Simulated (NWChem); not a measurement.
System: CHBrF2; SMILES FC(F)Br

Input file for NWChem:

```
start job
memory heap 200 mb stack 900 mb global 1100 mb
geometry units angstroms noautoz
  F     -0.146487     1.509083     1.079602
  C      0.377340     0.943523     0.000000
  F     -0.146487     1.509083    -1.079602
  Br    -0.019731    -0.956851     0.000000
  H      1.471976     1.055418     0.000000
end
basis spherical
  * library def2-tzvp
end
dft
  xc b3lyp
  iterations 150
  mulliken
end
task dft energy
```

The geometry was optimised at PBE0/def2-SVP.

Problem. Give the results of this calculation. (B3LYP/def2-TZVP.) Quantities: basis functions; energy (Ha); highest occupied level (eV); orbital gap (eV); dipole (D).

Solution. The number of basis functions comes out as 147, the energy (Ha) is -2812.67 and the highest occupied level (eV) comes out as -8.54. The orbital gap (eV) is 7.74 and the dipole (D) is 1.36.
